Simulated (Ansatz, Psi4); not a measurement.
Psi4 was given this input:
```
memory 2 GB

molecule mol {
1 2
  Cl   -0.000000   -0.000000   -0.073948
  H     0.000000    0.000000    1.257119
}

set basis aug-cc-pvdz
set reference uks
set scf_type pk
set puream true
set d_convergence 1e-8
set dft_radial_points 99
set dft_spherical_points 590

energy('pbe')
print_variables()
```

### Question
Write the same job for Ansatz (a quantum-chemistry and plane-wave program).

### Answer
Several could match; the one computed here: 
Ansatz 0.2 input:
```yaml
crystal:
  periodic: [false, false, false]
  atoms:
    - {symbol: Cl, position_ang: [-0.00000000, -0.00000000, -0.07394818]}
    - {symbol: H, position_ang: [0.00000000, 0.00000000, 1.25711911]}
basis:
  gaussian:
    orbitals: aug-cc-pVDZ
hamiltonian:
  xc: pbe
total_charge: 1
magnetization: {spin_polarized: true, initial_magnetization: 1}
accuracy: high
```

Both were run: Psi4 gave -460.151451 Eh and Ansatz -460.151451 Eh, 0.000 mEh apart.
